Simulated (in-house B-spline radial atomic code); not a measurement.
Results of a calculation; reference values are marked as such.
**Two electrons in InAs: a spherical dot of radius 25.8 nm with hard walls with an ionised donor at its centre**

For InAs the NSM archive of the Ioffe Institute lists m* = 0.023 m0 and ε = 15.15. Real donors also feel a central-cell potential, which shifts the ground state. In so narrow a gap the band flattens within tens of meV, so real spacings are smaller, by up to some tenths.

Effective-mass model with parabolic bands, a uniform dielectric constant, no image charges, no central-cell or spin-orbit terms. Two-electron levels come from full CI in B-splines with partial waves to l = 5 (up to 0.001 effective hartree above the limit).

What are the effective units, and what is the potential in them?

Ha* = 27211.386 meV × 0.023/15.15² = 2.727 meV and a* = 0.0529177 nm × 15.15/0.023 = 34.86 nm. The radius is R = 0.739 a*, with −1/r added.

In these units the lowest s and p orbitals lie at 5.6182 and 15.9599, and their Coulomb and exchange integrals are J_ss = 2.5345, J_sp = 2.2407 and K_sp = 0.4795. Full CI gives 13.7031 for the ground singlet, 23.3248 for the sp triplet, 24.2296 for the sp singlet and 39.5368 for the lowest triplet of two s orbitals.

What does it cost to add the second electron, to first order and exactly?

To first order E = 2ε_s + J_ss = 13.7709, so the charging energy E(2) − 2E(1) is J_ss = 6.911 meV. CI gives 13.7031 − 2 × (5.6182) = 2.4666, or 6.726 meV: relaxation and correlation lower it by 0.1849 meV, 2.7 % of J_ss. The s² configuration of one-electron orbitals holds 99.8 % of the state, and the mean radius is 12.5 nm.

How far above the singlet do the triplets lie?

To first order the sp triplet lies at ε_s + ε_p + J_sp − K_sp = 23.3394, which is 26.09 meV above 2ε_s + J_ss. CI gives 23.3248 − (13.7031) = 9.6218, or 26.24 meV, 93 % of the orbital spacing of 28.2 meV. The ss triplet lies 70.44 meV up, so the lower of the two is the sp one, and its gap equals k_BT at 304 K. The sp singlet-triplet splitting is 2.467 meV, against 2K_sp = 2.615 meV.
